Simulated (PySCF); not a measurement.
C2H5Te, SMILES [CH2][Te]C (connectivity only; charge and spin as stated), charge +1, multiplicity 1.

Coordinates come from a B3LYP-D3(BJ)/def2-SVP optimisation. The multiplicity is an assumed one; other spin states were not compared. The isomer is the one that the SMILES or the coordinates give; other isomers of the formula were not compared. The def2 effective core potentials stand for the cores of Te; spin–orbit coupling is left out.

Calculation: PBE/def2-TZVPD (PySCF).

Symmetry labels are those of the subgroup Cs that the program uses (full group Cs).

Computed valence orbital energies around the gap with their symmetry:
| orbital | symmetry | energy (eV) |
|---|---|---|
| HOMO−7 | A' | -22.57 |
| HOMO−6 | A' | -20.16 |
| HOMO−5 | A' | -16.71 |
| HOMO−4 | A' | -15.76 |
| HOMO−3 | A" | -15.57 |
| HOMO−2 | A' | -14.68 |
| HOMO−1 | A' | -13.40 |
| HOMO | A" | -12.74 |
| LUMO | A" | -9.64 |
| LUMO+1 | A' | -6.91 |
| LUMO+2 | A' | -5.85 |
| LUMO+3 | A' | -4.54 |
